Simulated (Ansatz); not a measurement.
ClFGeH$_{4}$Si, SMILES `F[SiH](Cl)[GeH3]`. The species carries charge 0 and has multiplicity 1. The geometry is a stationary point of PBE0-D4/def2-TZVP.

```xyz
8

F     1.236   -0.937    1.657
Si    0.743   -0.870    0.141
Cl   -0.308   -2.582   -0.254
Ge   -0.674    1.015   -0.154
H     1.951   -0.886   -0.716
H     0.085    2.307    0.183
H    -1.899    0.886    0.761
H    -1.133    1.068   -1.618
```

Task: What is the dipole moment at r2SCAN/def2-TZVPP? (Best estimate.)

Result: The calculation gave: 1.43 D, with components (-0.04, 1.14, -0.86) D in this frame, pointing from negative to positive charge.

Task: And with PBE, B3LYP, ωB97M-V? (An estimate is asked.)

Result: Computed: PBE 1.38 D, B3LYP 1.49 D, ωB97M-V 1.48 D.

Task: Give the Mulliken charges with r2SCAN, PBE, B3LYP in def2-TZVPP. (Estimate.)

Result: The calculation gave: 
```
atom  r2SCAN    PBE  B3LYP
  F1   -0.31  -0.26  -0.30
 Si2    0.61   0.51   0.61
 Cl3   -0.23  -0.20  -0.23
 Ge4    0.01   0.00  -0.02
  H5   -0.08  -0.07  -0.07
  H6    0.00   0.00   0.00
  H7    0.01   0.01   0.01
  H8    0.00   0.01   0.01
```

B3LYP here is the variant with VWN-RPA as its local correlation; programs differ in this.
